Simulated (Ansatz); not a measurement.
Born–Oppenheimer molecular dynamics of FH3O2Si (7 atoms, charge 0, multiplicity 1). It goes on from the last frame of an earlier run, with new velocities.

The calculation used RKS PBE0-D4/STO-3G in Ansatz.

- ensemble: NVT, Langevin thermostat
- time step: 0.5 fs
- steps asked: 250
- set temperature: 2000 K
- friction: 0.05 /fs
- seed: 847847

First frame:

```xyz
7
Properties=species:S:1:pos:R:3
Si -0.051 -0.110 0.127
H -0.174 0.353 1.571
O 1.576 -0.142 -0.112
H 1.712 -0.653 -1.040
F -0.649 0.952 -1.037
O -0.690 -1.684 -0.107
H -1.657 -1.869 0.099
```

Question: How far do the bonds stretch over the last three quarters of this one trajectory? (Pairs bonded in most of those frames.)

Answer: 
```csv
bond,mean (Å),spread (Å),shortest,longest
Si1–H2,1.518,0.128,1.30,1.76
Si1–O3,1.761,0.070,1.67,1.92
Si1–F5,1.665,0.122,1.43,1.86
Si1–O6,1.759,0.107,1.53,1.93
O3–H4,1.046,0.097,0.87,1.22
O6–H7,1.043,0.059,0.93,1.16
```

Mean temperature of the second half: 2337 K. The mean temperature of the second half is 17 % above the set value. A run of 0.12 ps of so small a system gives no equilibrium averages. Limits of this set-up: minimal basis.

Time of the run: 4.6 min on 1 thread of Arm Neoverse V2 (shared host), peak memory 0.082 GiB.
